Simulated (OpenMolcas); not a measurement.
## V3+: effect of the metal basis and ligand basis

V3+ with 6 ligands (chloride) in octahedral coordination (Oh) at 2.4 Å. A charge of +0.5 e stands 2.4 Å behind each ligand.

- Program: OpenMolcas
- Method: CASSCF
- Spin-orbit coupling: RASSI with atomic mean-field integrals over the reference wave functions

Fixed: active space 2 electrons in 5 orbitals (3d), DKH2 Hamiltonian.

States (labels of O, the rotations of Oh). Energies in cm-1 above the lowest state or level, χT in cm3 K/mol; under a threefold ground state the first gap can be a small split of the lowest multiplet, not the spin-orbit step; 10Dq and B are least-squares fits to the states below 45000 cm-1, weighted by degeneracy, with a free offset, and given where the rms deviation is under 5 % of |10Dq| (or 100 cm-1) and under 700 cm-1.

```json
{"Run": "A", "Metal basis": "ANO-RCC-VDZP", "Ligand basis": "ANO-RCC-VDZP", "Ground state": "3T1", "First state of that spin": "3T2 9093", "10Dq": "10036", "B (rms of fit)": "936 (221)", "First gap with spin-orbit (degeneracies)": "7.0 (2, 3)", "χT at 300 K": "0.897", "First state of another spin": "1T2 13586", "Cost": "roughly 40 core-seconds"}
{"Run": "B", "Metal basis": "ANO-RCC-VTZP", "Ligand basis": "ANO-RCC-VTZP", "Ground state": "3T1", "First state of that spin": "3T2 9003", "10Dq": "9944", "B (rms of fit)": "940 (226)", "First gap with spin-orbit (degeneracies)": "6.9 (2, 3)", "χT at 300 K": "0.905", "First state of another spin": "1T2 13652", "Cost": "roughly 110 core-seconds"}
```

Against A, |10Dq| changes by -0.9 % in B.

Costs are those of the RASSCF and RASSI steps.

An orbital triplet at a regular site is open to Jahn-Teller coupling, which can distort the site and quench the lowest spin-orbit gaps and is left out. Without dynamic correlation the repulsion within the d shell is too large (B by tens of per cent), so at a given field states of lower spin stand too high. Ligand-to-metal charge-transfer states are missing. With no ligand orbital active B as a rule stays too high, so bands that hang on it stand too high and its fall with covalency is understated. With metal d orbitals alone and no dynamic correlation the field as a rule comes out too small, by tens of per cent, by up to half for chloride and softer ligands. The least metal-like active orbital is 85 % on the metal (Löwdin) and no ligand orbital is active, so the numbers are rough (holds for B). No measured value stands beside these numbers; the geometry was imposed, not optimised, and the real ion may take another.
